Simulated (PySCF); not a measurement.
Radial density of B³⁺ (boron, charge +3)

PBE0, 1s2, closed-shell 1S. All numbers are calculated (PySCF 2.14, the non-relativistic Hamiltonian (point nucleus), in cc-pVDZ (3s2p1d, 14 functions)).

```
r (bohr)  4πr²ρ (e/bohr)
 0.00670         0.03636
  0.0113         0.09874
  0.0190          0.2578
  0.0319          0.6427
  0.0536           1.465
  0.0902           2.899
   0.152           4.514
   0.255           4.777
   0.429           2.695
   0.722          0.5432
    1.21         0.02033
    2.04       9.712e-05
```
